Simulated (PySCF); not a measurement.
Methane, bromofluoro-, CH2BrF, SMILES FCBr, point group Cs.

Force field and properties: PBE0/pcSseg-1 (PySCF, grid level 2). Vibrational terms come from second-order perturbation theory with semi-diagonal cubic constants, by steps of ±0.6 along the normal coordinates of each isotopologue. The parent has the commonest isotopes.

Equilibrium geometry (Å):

```csv
atom,x,y,z
F1,-0.8086,1.1099,-0.0750
C2,-0.1488,-0.0686,-0.0113
Br3,1.7663,0.2175,-0.0122
H4,-0.3935,-0.5782,0.9217
H5,-0.3809,-0.6692,-0.8920
```

An isotope shift is δ(isotopologue) − δ(parent), that is, the negative of the change in the averaged GIAO shielding; n counts bonds from the nearest label (0: the labelled atom itself). These are computed values; those of heavy atoms are rounded to 5 ppb, about the numerical noise. One-bond deuterium shifts of ¹³C at such levels come out too large, by a quarter to a half.

(1) What isotope shifts arise with ¹³C at 2?

(2) What isotope shifts arise with ²H at 4?

(3) What isotope shifts arise with ¹³C at 2, ²H at 4?

Spin–orbit effects of the heavy atoms on shieldings are missing.

Answers

(1) 
```
nucleus  n  0 K (ppb)  400 K (ppb)
     C2  0        -40          -30
     F1  1       -140         -110
     H4  1         -3           -3
     H5  1         -3           -3
```

(2) 
| nucleus | n | 0 K (ppb) | 400 K (ppb) |
| --- | --- | --- | --- |
| H4 | 0 | -127 | -117 |
| C2 | 1 | -290 | -285 |
| F1 | 2 | -760 | -730 |
| H5 | 2 | -15 | -15 |

(3) 
```json
{"nucleus": "C2", "n": "0", "0 K (ppb)": "-325", "400 K (ppb)": "-315"}
{"nucleus": "H4", "n": "0", "0 K (ppb)": "-130", "400 K (ppb)": "-120"}
{"nucleus": "F1", "n": "1", "0 K (ppb)": "-900", "400 K (ppb)": "-840"}
{"nucleus": "H5", "n": "1", "0 K (ppb)": "-18", "400 K (ppb)": "-18"}
```
